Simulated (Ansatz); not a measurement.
Ansatz (an electronic-structure program) input:

Ansatz 0.2 input:
```yaml
crystal:
  periodic: [false, false, false]
  atoms:
    - {symbol: Sn, position_ang: [0.00000000, 0.00000000, -0.00000000]}
    - {symbol: Br, position_ang: [-1.88078466, -1.49731053, 0.02154124]}
    - {symbol: Br, position_ang: [-0.35618931, 2.37756705, 0.00760909]}
    - {symbol: Br, position_ang: [2.23697396, -0.88025651, -0.02915033]}
basis:
  gaussian:
    orbitals: def2-TZVPD
hamiltonian:
  xc: {name: CAM-B3LYP}
total_charge: 1
output: {forces: true}
```

Q: What final total energy does it print?

A: -7936.95065 Eh (CAM-B3LYP/def2-TZVPD). The basis has 227 functions. The run takes about 21 core-seconds (a rough figure).
